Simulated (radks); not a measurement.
Results of a calculation; reference values are marked as such.
All-electron atom: Sn in [Kr] 4d10 5s2 5p2. Code: a radial shooting solver on a logarithmic mesh with Libxc functionals. Model: scalar-relativistic Kohn-Sham, LB94 model potential, spin-polarised, spherical densities, finite nucleus; open shells are filled with parallel spins first (spin-orbit coupling, left out, can overturn this in heavy ions); Fermi nuclear charge, rms radius 4.6519 fm.

Normalised radial functions P(r) = r R(r), r in bohr:

```
   r/bohr * 4p up, o 4p down, + 5p up (the largest magnitude, 1.2, reaches the edge; | marks zero, & curves that meet)
  0.00507                             &
 0.006762                             +&
 0.009092                             +&
  0.01222                             + &
   0.0163                             |+ &
  0.02192                             |+  &
  0.02947                             | +   &
  0.03931                             | +     &
  0.05285                             |  +      &
  0.07105                             |  +      &
  0.09476                             | +    &
   0.1274                             &
   0.1713                    &      + |
   0.2285              &          +   |
   0.3072                 &        +  |
    0.413                             |&
   0.5508                             |    +            &
   0.7405                             |     +                    &
   0.9956                             | +                     &
    1.328                        +    |             &
    1.785                  +          |    &
      2.4               +             |&
    3.201                 +           &
    4.304                    +        &
    5.787                         +   &
    7.718                            +&
    10.38                             &
```

4p up: eigenvalue -95.613 eV, 2 radial nodes at r = 0.129, 0.404 bohr, <r> = 0.886 bohr, 90 % of the charge inside 1.31 bohr. 4p down: eigenvalue -95.563 eV, 2 radial nodes at r = 0.129, 0.404 bohr, <r> = 0.887 bohr, 90 % of the charge inside 1.31 bohr. 5p up: eigenvalue -7.615 eV, 3 radial nodes at r = 0.128, 0.393, 1.08 bohr, <r> = 3.07 bohr, 90 % of the charge inside 4.70 bohr.
